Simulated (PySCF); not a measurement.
Ga(F)2(SeH) (F2GaHSe), SMILES [F][Ga]([F])[SeH]. Atoms are numbered in the order given.

```xyz
5

Ga     0.0023    -0.7597     0.0000
F      1.4585    -1.7247     0.0000
F     -1.4899    -1.6714     0.0000
Se     0.0483     1.5452     0.0000
H     -1.4290     1.5783     0.0000
```

The structure is a stationary point at B3LYP-D3(BJ)/def2-SVP. Other conformers were not sampled.

Calculation: TDDFT-PBE/def2-SVPD run with PySCF.

Vertical excitations. Isolated molecule, no solvent. State labels are in the subgroup Cs.

| state | symmetry | energy (eV) | λ (nm) | f | main pairs |
|---|---|---|---|---|---|
| S1 | A" | 4.23 | 293 | 0.019 | HOMO→LUMO 100 % |
| S2 | A' | 5.47 | 227 | 0.006 | HOMO→LUMO+1 78 %, HOMO−1→LUMO 22 % |
| S3 | A" | 5.66 | 219 | 0.012 | HOMO→LUMO+2 99 % |
| S4 | A' | 6.40 | 194 | 0.015 | HOMO−2→LUMO 95 % |
| S5 | A" | 6.52 | 190 | 0.000 | HOMO−3→LUMO 100 % |
| S6 | A' | 6.53 | 190 | 0.318 | HOMO−1→LUMO 56 %, HOMO−4→LUMO 17 %, HOMO→LUMO+1 13 % |
| S7 | A" | 6.92 | 179 | 0.000 | HOMO−1→LUMO+1 82 %, HOMO−5→LUMO 14 % |
| S8 | A" | 7.07 | 175 | 0.003 | HOMO−5→LUMO 56 %, HOMO→LUMO+3 40 % |
| S9 | A' | 7.10 | 175 | 0.075 | HOMO−4→LUMO 62 %, HOMO−1→LUMO+2 30 % |
| S10 | A" | 7.12 | 174 | 0.048 | HOMO→LUMO+3 55 %, HOMO−5→LUMO 29 %, HOMO−1→LUMO+1 12 % |
| T1 | A" | 3.85 | 322 | 0 | HOMO→LUMO 100 % |
| T2 | A' | 4.86 | 255 | 0 | HOMO→LUMO+1 94 % |
| T3 | A" | 5.21 | 238 | 0 | HOMO→LUMO+2 99 % |
| T4 | A' | 5.34 | 232 | 0 | HOMO−1→LUMO 93 % |
Triplets are in the Tamm–Dancoff approximation, which puts them higher than full response would, so one can lie above its singlet here.
